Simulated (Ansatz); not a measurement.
This geometry of CH5AlBN (9 atoms, charge 0, multiplicity 1) is a first-order saddle point.

The calculation used RKS BHLYP/def2-SVP (Ansatz 0.2.0).

```xyz
9
Properties=species:S:1:pos:R:3
B -0.921 1.787 -1.338
Al -0.064 0.213 -0.197
C 1.063 -1.182 0.520
N -0.239 -0.834 1.163
H -1.978 2.267 -1.041
H -0.377 2.239 -2.305
H 1.122 -2.189 0.091
H 1.955 -0.984 1.125
H -0.562 -1.315 1.982
```

Q: Which two structures does it join? (They come from a converged band through this point; their orientation in space is the band's.)

A: No bond is made or broken. The dihedral H5–B1–Al2–N4 goes from -91 to 90°. The two ends are copies of one structure, up to a mirror image or an exchange of like atoms.

Initial state:

```xyz
9
Properties=species:S:1:pos:R:3
B -0.929 1.768 -1.335
Al -0.104 0.214 -0.177
C 0.968 -1.274 0.450
N -0.097 -0.683 1.298
H -1.843 1.578 -2.088
H -0.492 2.884 -1.300
H 0.800 -2.305 0.119
H 1.994 -1.153 0.814
H -0.298 -1.030 2.218
```

Final state:

```xyz
9
Properties=species:S:1:pos:R:3
B -0.929 1.768 -1.335
Al -0.102 0.215 -0.177
C 0.969 -1.273 0.452
N -0.097 -0.683 1.297
H -0.502 2.887 -1.290
H -1.834 1.574 -2.098
H 0.804 -2.303 0.119
H 1.995 -1.150 0.818
H -0.304 -1.035 2.214
```

Q: How far does it lie above each of them?

A: 0.076 eV above the first and 0.076 eV above the second. This is the barrier of this one path; another mechanism may lie lower.

Run time: 7.8 min on 1 thread of Arm Neoverse V1, with other jobs on the host, peak memory 0.16 GiB.
